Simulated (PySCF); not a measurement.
Excitations are Tamm–Dancoff values on a coarser integration grid. The basis has no diffuse functions, so Rydberg states are missing or too high.

Z-matrix (Å, degrees):
```
C
C 1 1.3392
H 2 1.0837 1 121.08
H 2 1.0873 3 116.66 1 -179.71
C 1 1.5090 2 121.22 3 178.66
H 5 1.0928 1 110.31 2 10.25
H 5 1.0934 6 107.08 1 -118.61
C 5 1.5285 6 109.86 7 -118.13
H 8 1.0902 5 111.27 6 59.56
H 8 1.0909 9 108.35 5 121.77
H 8 1.0916 9 107.98 10 116.56
B 1 1.5460 2 117.93 3 -1.57
H 12 1.1907 1 119.45 2 3.04
H 12 1.1926 13 119.43 1 179.06
```
Charge 0, spin multiplicity 1.

**Question.** What S1 excitation (TDA), brightest of the four lowest singlets (TDA), LUMO, HOMO–LUMO gap and S1–T1 gap (TDA) does M06-2X/def2-TZVP in PySCF give?

**Answer.** 
```
Item                                           Result
-------------------------------------------  --------
S1 excitation (TDA)                           5.17 eV
brightest of the four lowest singlets (TDA)   5.95 eV
LUMO                                         -1.01 eV
HOMO–LUMO gap                                 8.04 eV
S1–T1 gap (TDA)                               1.46 eV
```
